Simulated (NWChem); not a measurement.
# C₂H₇In; SMILES [CH3][InH][CH3]

```xyz
10

In    -0.2677     0.0001     0.0002
H     -2.0134    -0.0021    -0.0025
C      0.7830    -1.8997     0.0001
H      0.4771    -2.4983     0.8724
H      1.8739    -1.7676     0.0254
H      0.5160    -2.4732    -0.9015
C      0.7829     1.8997     0.0001
H      0.4834     2.4943     0.8773
H      0.5101     2.4779    -0.8967
H      1.8738     1.7665     0.0171
```
Atoms are numbered in this order, from 1.

Structure relaxed at the PBE0/def2-SVP level. def2 effective core potentials on In; no spin-orbit coupling.

List the 6 lowest vertical singlet excitations from PBE/def2-SVP with def2 effective core potentials on In, TDA (NWChem).


| state | energy (eV) | oscillator strength | leading excitation (squared amplitude) |
|---|---|---|---|
| S1 | 4.23 | 0.000 | HOMO → LUMO (1.00) |
| S2 | 4.47 | 0.001 | HOMO−1 → LUMO (1.00) |
| S3 | 6.44 | 0.133 | HOMO → LUMO+1 (0.78) |
| S4 | 6.49 | 0.033 | HOMO−1 → LUMO+1 (0.71) |
| S5 | 6.95 | 0.097 | HOMO → LUMO+2 (0.77) |
| S6 | 7.15 | 0.180 | HOMO−1 → LUMO+2 (0.82) |
